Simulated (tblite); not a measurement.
C₃H₃ClN₃ (charge -1).
SMILES with atom numbers: `[CH3:1][c:2]1[n:3][n:4][n-:5][c:6]1[Cl:7]` (hydrogens: H8, H9, H10 on C1)

Structure optimised with GFN2-xTB, isolated species.

Q: Give the optimised bond lengths and angles.

A: 
```csv
bond,length (Å),order
C1–C2,1.489,single
C2–N3,1.342,aromatic
N3–N4,1.320,aromatic
N4–N5,1.316,aromatic
N5–C6,1.335,aromatic
C6–Cl7,1.729,single
C2–C6,1.391,aromatic
"C1–H8, C1–H9, C1–H10",1.091,single
```

Bonds in one row agree within 0.01 Å and their mean is given. Orders are formal, as drawn. A selection of angles:
```csv
angle,degrees
C2–C1–H8,110.7
C2–C1–H9,109.3
H8–C1–H9,109.1
H8–C1–H10,107.9
C1–C2–N3,124.9
C1–C2–C6,129.9
N3–C2–C6,105.2
C2–N3–N4,107.8
N3–N4–N5,112.0
N4–N5–C6,105.6
N5–C6–Cl7,123.1
C2–C6–N5,109.3
C2–C6–Cl7,127.5
```

C2 (substituted aromatic carbon) is planar (angles 129.9°, 124.9° and 105.2°, sum 360.0°, 0.00 Å off the plane of its three neighbours). The C–C distances run from 1.391 Å (C2–C6, aromatic) to 1.489 Å (C1–C2, drawn single), a spread of 0.098 Å. The 5-membered ring C2–N3–N4–N5–C6 has internal angles of 105.2° to 112.0°; it is planar, 0.00 Å rms from its mean plane, widest ring torsion 0°. The 7 heavy atoms lie in one plane (0.000 Å rms). N4 (ring nitrogen) is bent (angle 112.0°). C6 (aromatic C–Cl carbon) is planar (angles 127.5°, 123.1° and 109.3°, sum 360.0°, 0.00 Å off the plane of its three neighbours).

Point group: Cs (tolerance 0.08 Å). Its GFN2-xTB frequencies are all real (lowest 28 cm⁻¹).

The numbers are calculated, not measured.
